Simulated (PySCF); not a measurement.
Compound: C4H5FSi.
Bonds: F1–C2, C2–C3 (double), C3–Si4, Si4–C5, C5–C6 (double), C2–C6. Hydrogens: H7 on C3; H8, H9 on Si4; H10 on C5; H11 on C6.

NICS = −σ at a ghost point: NICS(0) at the centroid of the ring atoms, NICS(1) 1 Å to either side along the normal of their mean plane, zz for the tensor component along that normal. Level: GIAO PBE0/pcSseg-1 (PySCF, non-relativistic, gas phase) on the GFN2-xTB geometry, one conformer.

Ring bond lengths (Å), with Mayer bond orders in brackets: C2–C3 1.334 (1.82), C3–Si4 1.882 (0.89), Si4–C5 1.891 (0.88), C5–C6 1.336 (1.83), C6–C2 1.455 (1.08).

Question: Give the NICS values of each ring in ppm.

Answer: 
| ring | type | NICS(0) | NICS(1), two faces | NICS(1)zz, two faces | rms pucker (Å) | centre to ring atoms, mean (Å) |
| --- | --- | --- | --- | --- | --- | --- |
| C2–C3–Si4–C5–C6 | 5-membered ring with Si; formal bonds 2 double, 3 single | -1.1 | -1.9 / -1.9 | 0.8 / 0.8 | 0.00 | 1.34 |

Question: What can be read from them?

Answer: 
- C2–C3–Si4–C5–C6: mean NICS(1)zz 0.8 ppm, near zero. Si4 has four or more neighbours, so the value isn't read as a sign of a π ring current.

Question: What field does 7.05 T along the ring normal induce along that normal at the first NICS(1) probe listed for ring C2–C3–Si4–C5–C6, 1 Å off the ring?

Answer: NICSzz × B0 = 0.8 ppm × 7.05 T = 6 μT, along the applied field.

Question: List the ring angles and the Hirshfeld charges of the ring atoms.

Answer: 
- C2–C3–Si4–C5–C6: C2 118.7° (+0.088 e), C3 107.6° (-0.183 e), Si4 89.5° (+0.344 e), C5 109.4° (-0.134 e), C6 114.7° (-0.049 e); sum 540.0° against 540° for a flat convex ring.

Question: How shielded are the nuclei of the rings and their hydrogens (means over atoms taken as equivalent)?

Answer: 
| atoms | environment | σ isotropic (ppm) | principal values of the symmetric part, first atom (ppm) |
| --- | --- | --- | --- |
| C2 | vinylic C–F carbon | 5.4 | -98.6, 50.2, 64.6 |
| C3 | alkene CH carbon | 88.5 | 3.1, 91.3, 171.3 |
| Si4 | SiH2 silicon | 395.5 | 348.0, 396.4, 442.1 |
| C5 | alkene CH carbon | 47.8 | -64.4, 31.2, 176.7 |
| C6 | alkene CH carbon | 34.6 | -81.6, 48.8, 136.6 |
| H7 | vinylic hydrogen | 26.67 | 24.9, 26.3, 28.8 |
| H8 (×2) | Si–H hydrogen | 27.03 | 24.0, 24.6, 32.5 |
| H10 | vinylic hydrogen | 25.27 | 24.1, 25.3, 26.4 |
| H11 | vinylic hydrogen | 24.64 | 22.9, 23.5, 27.5 |
